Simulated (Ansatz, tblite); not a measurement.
Isomers of W3S8 (singlet), found by a short tight-binding search and relaxed with PBE0-D4/def2-SVP in Ansatz.

In the def2 sets W takes a core potential; there is no spin–orbit coupling. The xTB rows come from tblite.

B: The restricted singlet is unstable towards broken spin symmetry in Hartree–Fock (as tested in another run); at PBE-D4/def2-TZVP, r2SCAN-D4/def2-TZVP, PBE0-D4/def2-TZVP this wasn't settled.

Other spin states were run for one of them alone.

A:

```
atom   x (Å)   y (Å)   z (Å)
  W1   0.000  -1.553  -0.249
  W2   0.037   1.185  -0.162
  W3  -1.202  -0.248   1.738
  S4   0.426   1.304   2.119
  S5   1.364   2.866  -1.236
  S6  -2.280   0.385  -0.114
  S7   1.942  -0.166  -0.914
  S8  -0.984  -2.360  -1.959
  S9  -0.702   3.084  -1.249
 S10  -0.809  -2.492   1.823
 S11   2.209  -2.004   0.202
```

B:

Cartesian coordinates in Å:
```
W -1.838 -1.146 0.168
W 0.945 1.948 -0.175
W 1.142 -1.013 0.125
S -0.123 3.262 1.110
S -3.117 -0.057 1.471
S 2.211 -2.136 -1.304
S -0.430 0.261 -1.130
S -0.262 -2.321 1.407
S -2.943 -2.477 -1.066
S 1.996 3.021 -1.678
S 2.421 0.658 1.071
```

Problem. Estimate which lies lowest at each level, and how far above it the others are (kcal/mol).

Solution. 
```json
{"level": "GFN1-xTB", "A": "38.2", "B": "0.0"}
{"level": "GFN2-xTB", "A": "0.0", "B": "28.9"}
{"level": "PBE-D4/def2-TZVP", "A": "53.2", "B": "0.0"}
{"level": "r2SCAN-D4/def2-TZVP", "A": "61.8", "B": "0.0"}
{"level": "PBE0-D4/def2-TZVP", "A": "52.4", "B": "0.0"}
```
Point groups (tolerance 0.1 Å): A not assigned, B Cs. Lower isomers may exist.
